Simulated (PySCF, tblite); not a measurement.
A set of runs on `[F][GeH2]/[C](F)=C/CCl`; the geometry of each is named by its level. Settings lines and outputs come from a driver script.

Species: C₃H₅ClF₂Ge.
Atom-mapped SMILES: `[F:1][GeH2:2]/[C:3]([F:4])=[CH:5]/[CH2:6][Cl:7]` (hydrogens: H8, H9 on Ge2; H10 on C5; H11, H12 on C6)

Step 1: GFN2-xTB geometry optimisation, gas phase (tblite 0.8.0) (from a force-field or distance-geometry start)
```json
{"job": {"kind": "relax", "xc": "GFN2-xTB", "basis": "xTB"}, "charge": 0, "multiplicity": 1}
```
```
step      E/eV     max force
  0    -677.77169    2.614
  1    -677.90902    1.699
  2    -677.99157    0.799
...
 96    -678.16246    0.013
 97    -678.16248    0.012
 98    -678.16251    0.013
 99    -678.16253    0.012
100    -678.16254    0.009
```

Energy lowered by 9.0 kcal/mol over 100 steps; largest atomic force 0.009 eV/Å at the end. «max force» is the largest atomic force in eV/Å.

The run took 0.64 s of wall time on one thread of an Arm Neoverse V1, no GPU, shared host with 32 logical CPUs at a one-minute load of 30.

Step 2: GFN2-xTB harmonic vibrations, gas phase (tblite 0.8.0) (on the GFN2-xTB geometry)
```json
{"job": {"kind": "ir", "xc": "GFN2-xTB", "basis": "xTB"}, "charge": 0, "multiplicity": 1}
```
```
(table of modes left out)
```

30 modes from 26 to 3078 cm⁻¹ (unscaled, harmonic); zero-point energy 42.4 kcal/mol; all wavenumbers are real at this level.

On one thread of an Arm Neoverse V1, no GPU, shared host with 32 logical CPUs at a one-minute load of 30, this took 0.38 s.

Step 3: TDDFT B3LYP/def2-SVPD, vertical, gas phase, core orbitals frozen in the response (PySCF 2.14.0, density-fitted response routines) (on the GFN2-xTB geometry)
```json
{"job": {"kind": "uv", "xc": "B3LYP", "basis": "def2-SVPD", "nstates": 8, "ntriplets": 3}, "charge": 0, "multiplicity": 1}
```
```
...
Static polarisability (au): isotropic 83.487, principal 66.967 70.229 113.265
Singlet excitations
state   eV       nm        f      main configurations
  1   5.8737    211.1   0.05446   H->L+1 0.53, H->L 0.42
  2   6.1365    202.0   0.00557   H-1->L 0.89
  3   6.1544    201.5   0.09848   H-2->L 0.42, H->L+1 0.29, H->L 0.19
  4   6.5191    190.2   0.23958   H-2->L 0.45, H->L 0.26, H->L+1 0.15
  5   6.9272    179.0   0.01804   H->L+2 0.57, H-1->L+1 0.18, H-2->L+1 0.12
  6   6.9956    177.2   0.06232   H-1->L+1 0.74, H->L+2 0.18
  7   7.0891    174.9   0.05983   H-2->L+1 0.69, H->L+2 0.12
  8   7.1386    173.7   0.01634   H-3->L 0.49, H->L+3 0.31, H-2->L+1 0.09
Triplet excitations (Tamm-Dancoff, eV): 4.1696 5.7397 5.7769
```

HOMO -7.83 eV, LUMO -1.29 eV; lowest singlet 5.87 eV; lowest triplet 4.17 eV (Tamm–Dancoff); mean polarisability 83.5 au.

Time: 48 s; peak memory 0.85 GiB. Hardware: one thread, Arm Neoverse V1 (aarch64), no GPU (shared host).

Geometry of the electronic-property runs (GFN2-xTB):
```
atom  x, y, z in Å
F1     2.357    0.486    1.435
Ge2    2.248    0.037   -0.245
C3     0.318   -0.202   -0.493
F4     0.004   -0.715   -1.710
C5    -0.638    0.052    0.392
C6    -2.092   -0.155    0.163
Cl7   -2.947    1.420    0.299
H8     3.043   -1.233   -0.335
H9     2.864    1.198   -0.970
H10   -0.338    0.464    1.345
H11   -2.295   -0.548   -0.833
H12   -2.522   -0.804    0.926
```

 (This holds for the electronic-property runs.)

One conformer stands for the species.
